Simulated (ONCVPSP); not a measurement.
**An all-electron radial function and its pseudo partner (N (Z = 7))**

Columns: radius, all-electron u(r) and pseudo u(r) of the 2p shell (level -20.78 eV) of nitrogen in the configuration [He] 2s2 2p2; PW91, non-relativistic, ONCV scheme, ONCVPSP 4.0.1.

```json
{"r (bohr)": "0.072", "all-electron": "0.0467", "pseudo": "0.0216"}
{"r (bohr)": "0.145", "all-electron": "0.1497", "pseudo": "0.0848"}
{"r (bohr)": "0.217", "all-electron": "0.2696", "pseudo": "0.1799"}
{"r (bohr)": "0.290", "all-electron": "0.3901", "pseudo": "0.2981"}
{"r (bohr)": "0.362", "all-electron": "0.4985", "pseudo": "0.4231"}
{"r (bohr)": "0.435", "all-electron": "0.5931", "pseudo": "0.5458"}
{"r (bohr)": "0.507", "all-electron": "0.6704", "pseudo": "0.6528"}
{"r (bohr)": "0.580", "all-electron": "0.7331", "pseudo": "0.7405"}
{"r (bohr)": "0.652", "all-electron": "0.7803", "pseudo": "0.8037"}
{"r (bohr)": "0.725", "all-electron": "0.8142", "pseudo": "0.8449"}
{"r (bohr)": "0.798", "all-electron": "0.8356", "pseudo": "0.8662"}
{"r (bohr)": "0.870", "all-electron": "0.8458", "pseudo": "0.8716"}
{"r (bohr)": "0.942", "all-electron": "0.8470", "pseudo": "0.8660"}
{"r (bohr)": "1.015", "all-electron": "0.8404", "pseudo": "0.8526"}
{"r (bohr)": "1.088", "all-electron": "0.8275", "pseudo": "0.8342"}
{"r (bohr)": "1.160", "all-electron": "0.8097", "pseudo": "0.8128"}
{"r (bohr)": "1.232", "all-electron": "0.7880", "pseudo": "0.7891"}
{"r (bohr)": "1.305", "all-electron": "0.7629", "pseudo": "0.7631"}
{"r (bohr)": "1.378", "all-electron": "0.7355", "pseudo": "0.7355"}
{"r (bohr)": "1.450", "all-electron": "0.7069", "pseudo": "0.7069"}
{"r (bohr)": "1.522", "all-electron": "0.6773", "pseudo": "0.6773"}
{"r (bohr)": "1.595", "all-electron": "0.6467", "pseudo": "0.6467"}
{"r (bohr)": "1.668", "all-electron": "0.6159", "pseudo": "0.6159"}
{"r (bohr)": "1.740", "all-electron": "0.5856", "pseudo": "0.5856"}
{"r (bohr)": "1.812", "all-electron": "0.5557", "pseudo": "0.5557"}
{"r (bohr)": "1.885", "all-electron": "0.5260", "pseudo": "0.5260"}
```

(1) How many radial nodes do the two functions have?

(2) At about which radius was the pseudo-wave matched?

(3) Is the pseudo-wave norm-conserving?

Results:

(1) The all-electron 2p function has n − l − 1 = 0; the pseudo-wave has 0.

(2) 1.45 bohr. The columns agree to 0.0005 from 1.30 bohr on; several derivatives are matched, so the curves merge somewhat inside the radius.

(3) Yes: the ONCV scheme keeps the norm inside the radius equal to the all-electron one, which fixes the energy derivative of the logarithmic derivative at the level.
